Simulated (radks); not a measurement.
Results of a calculation; reference values are marked as such.
Question: All-electron atom: Mg2+ in [Ne]. Code: a radial shooting solver on a logarithmic mesh with Libxc functionals. Model: non-relativistic Kohn-Sham, Slater X-alpha with alpha = 0.621, spin-polarised, spherical densities, point nucleus. Some entries of the table are withheld. Estimate them.

| orbital | occ. | eigenvalue (eV) | r(max) (bohr) | <1/r> (bohr^-1) |
|---|---|---|---|---|
| 1s | 2 | -1263.176 | (1) | 11.53 |
| 2s | 2 | (2) | (3) | (4) |
| 2p | 6 | -63.3907 | (5) | (6) |

Answer: 
(1) 1s r(max) (bohr): 0.08581
(2) 2s eigenvalue (eV): -95.5747
(3) 2s r(max) (bohr): 0.5512
(4) 2s <1/r> (bohr^-1): 2.080
(5) 2p r(max) (bohr): 0.4790
(6) 2p <1/r> (bohr^-1): 1.949
